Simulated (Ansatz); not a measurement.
Basis sets compared for the cluster Ga2O3⁻ (the lowest doublet isomer of a short search). The state is a doublet with charge -1. Geometry PBE0-D4/def2-SVPD. Ansatz on 4 threads of Arm Neoverse V2 on a shared host; times are rough, and most runs start from earlier orbitals.

```csv
atom,x (Å),y (Å),z (Å)
Ga1,-0.009,-0.726,-0.041
Ga2,0.022,1.874,0.105
O3,-0.028,-2.424,-0.136
O4,0.636,0.697,-1.137
O5,-0.621,0.579,1.209
```

At PBE-D4/def2-SVPD, PBE-D4/def2-TZVPD the gap within one spin of the charge -1 doublet nearly closes, so an electron or hole may be smeared out by delocalisation error. The structure comes from a short search, and lower isomers may exist.

```csv
level,functions,energy (Eh),HOMO (eV),LUMO (eV),wall time
PBE-D4/def2-SVPD,145,-4074.0558,-0.60,-0.56,7.5 s
PBE0-D4/def2-SVPD,145,-4074.1003,-1.85,0.17,3.8 s
```

Problem. Estimate the rows for PBE-D4/def2-TZVPD (with forces), PBE0-D4/def2-TZVPD.

Solution. 
| level | functions | energy (Eh) | HOMO (eV) | LUMO (eV) | wall time |
| --- | --- | --- | --- | --- | --- |
| PBE-D4/def2-TZVPD (with forces) | 228 | -4074.8085 | -0.55 | -0.49 | 10 s |
| PBE0-D4/def2-TZVPD | 228 | -4074.8523 | -1.80 | 0.25 | 9 s |
